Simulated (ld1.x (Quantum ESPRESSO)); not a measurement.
barium (Ba), PAW: configuration errors across variants

- Element: barium (Ba)
- Generator: ld1.x (Quantum ESPRESSO) 7.5
- Type: PAW
- Functional: LDA (PZ)
- Relativity: scalar-relativistic
- Frozen core: [Kr] 4d10
- Valence charge: 10
- Reference configuration: 5s2 5p6 5d0 6s1.5 6p0 (charge +0.5)
- Partial waves: 5s (bound): rcut 2.10, rcutus 2.45 bohr; 6s (bound): rcut 2.10, rcutus 2.45 bohr; 5p (bound): rcut 2.95, rcutus 3.15 bohr; 6p (bound, empty): rcut 2.95, rcutus 3.15 bohr; 5d (bound, empty): rcut 2.10, rcutus 2.80 bohr; 5d channel at 3.25 Ry: rcut 2.10, rcutus 2.80 bohr
- Local potential: all-electron potential smoothed inside 2.65 bohr (lloc = -1)
- Core correction: Bessel-smoothed model core inside 1.25 bohr
- Augmentation charge: BESSEL, radius 1.70 bohr

All-electron excitation energies from the reference (eV): (1) 5s2 5p6 5d0 6s2 6p0 -2.211; (2) 5s2 5p6 5d0 6s1 6p0 3.332; (3) 5s2 5p6 5d0 6s0 6p0 13.502; (4) 5s2 5p6 5d1 6s0 6p0 4.060; (5) 5s2 5p5 5d0 6s2 6p0 21.177; (6) 5s2 5p6 5d0 6s1 6p1 -0.088; (7) 5s2 5p6 5d0.5 6s1.5 6p0 -1.568; (8) 5s2 5p6 5d0 6s1.5 6p0 spin -0.028; (9) 5s2 5p6 5d0 6s1 6p0 spin 3.185.

Spin tests fill each open shell by Hund’s rule, majority spin first.

The overlap operator is not positive definite (basis up to 400 Ry) in “base”, “local potential all-electron potential smoothed inside 2.30 bohr (lloc = -1)”, “local potential all-electron potential smoothed inside 2.18 bohr (lloc = -1)”, “wave 5d channel at 3.25 Ry: rcut 2.10, rcutus 2.80 bohr becomes 5d channel at 0.64 Ry: rcut 2.10, rcutus 2.80 bohr”, “waves 5d (bound): rcut 2.10, rcutus 3.10 bohr; 5d channel at 3.25 Ry: rcut 2.10, rcutus 3.10 bohr”, “core correction Bessel-smoothed model core inside 1.56 bohr”. Such files are unfit for use, however small their errors in these radial tests.

4 further variants failed, have other tests or too few solved ones, and are left out.

Errors AE − PS in meV (a dash: test not solved or not reliable):

```tsv
change	(1)	(2)	(3)	(4)	(5)	(6)	(7)	(8)	(9)	bound ghosts
base	-0.1	-0.4	-1.2	-1.7	-99	-1.3	-0.8	0.0	-0.4	not determined (overlap not positive)
local potential all-electron potential smoothed inside 2.30 bohr (lloc = -1)	-1.2	-1.8	-10	-4.1	–	–	–	–	–	not determined (overlap not positive)
local potential all-electron potential smoothed inside 2.18 bohr (lloc = -1)	+1.1	+1.0	+3.4	-1.0	–	–	–	–	–	not determined (overlap not positive)
wave 5d channel at 3.25 Ry: rcut 2.10, rcutus 2.80 bohr becomes 5d channel at 0.64 Ry: rcut 2.10, rcutus 2.80 bohr	-0.1	-0.4	-1.2	-1.8	-99	-1.3	-0.9	0.0	-0.4	not determined (overlap not positive)
waves 5d (bound): rcut 2.10, rcutus 3.10 bohr; 5d channel at 3.25 Ry: rcut 2.10, rcutus 3.10 bohr	-0.1	-0.4	-1.2	-1.9	-99	-1.3	-0.9	0.0	-0.4	not determined (overlap not positive)
core correction Bessel-smoothed model core inside 1.56 bohr	-0.1	-0.4	-1.2	-1.8	-95	-1.2	-0.8	0.0	-0.4	not determined (overlap not positive)
```

**Question.** Give the same row for: waves 5s (bound): rcut 2.10, rcutus 3.64 bohr; 6s (bound): rcut 2.10, rcutus 3.64 bohr.

**Answer.** –, –, –, –, –, –, –, –, –; bound ghosts: not determined (overlap not positive). Its overlap operator is not positive definite in a basis up to 400 Ry (lowest eigenvalue s -0.01, p -0.23), so the file is unfit for use: the generalised eigenproblem breaks down once the basis is large enough, and its test numbers describe a broken file.
